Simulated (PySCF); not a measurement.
C₅H₁₃PSi.
Numbering: `[SiH3:1][PH:2][CH:3]1[CH2:4][CH2:5][CH2:6][CH2:7]1`

Definitions: NICS(0) = −σiso at the ring centroid; NICS(1) = −σiso and NICS(1)zz = −σzz at ±1 Å along the ring normal z. Level: GIAO PBE0/pcSseg-1 (PySCF, non-relativistic, gas phase) on the GFN2-xTB geometry, one conformer.

Ring bond lengths (Å), with Mayer bond orders in brackets: C3–C4 1.530 (0.99), C4–C5 1.538 (1.04), C5–C6 1.540 (1.03), C6–C7 1.528 (1.04), C7–C3 1.528 (0.98).

**Question.** Give the NICS values of each ring in ppm.

**Answer.** 
| ring | type | NICS(0) | NICS(1), two faces | NICS(1)zz, two faces | rms pucker (Å) | centre to ring atoms, mean (Å) |
| --- | --- | --- | --- | --- | --- | --- |
| C3–C4–C5–C6–C7 | 5-membered carbocycle; formal bonds all single | -5.5 | -4.2 / -4.2 | -3.8 / -4.1 | 0.18 | 1.28 |

**Question.** What do they say, and how far can they be read as aromaticity?

**Answer.** 
- C3–C4–C5–C6–C7: mean NICS(1)zz -4.0 ppm, shielded. C3, C4, C5, C6, C7 have four or more neighbours, so the value isn't read as a sign of a π ring current.

**Question.** List the ring angles and the Hirshfeld charges of the ring atoms.

**Answer.** 
- C3–C4–C5–C6–C7: C3 102.6° (-0.064 e), C4 105.2° (-0.073 e), C5 106.1° (-0.067 e), C6 105.1° (-0.068 e), C7 103.0° (-0.074 e); sum 522.0° against 540° for a flat convex ring.

**Question.** What are the shieldings of the ring atoms and their hydrogens in the same run (means over atoms taken as equivalent)?

**Answer.** 
```tsv
atoms	environment	σ isotropic (ppm)
C3	sp3 carbon bound to phosphorus	151.4
C4 (×2)	ring CH2 carbon	148.5
C5 (×2)	ring CH2 carbon	158.9
H on C3	methine hydrogen	29.73
H on C4 (×2)	methylene hydrogen	30.50
H on C4 (×2)	methylene hydrogen	29.86
H on C5 (×2)	methylene hydrogen	29.85
H on C5 (×2)	methylene hydrogen	29.99
```
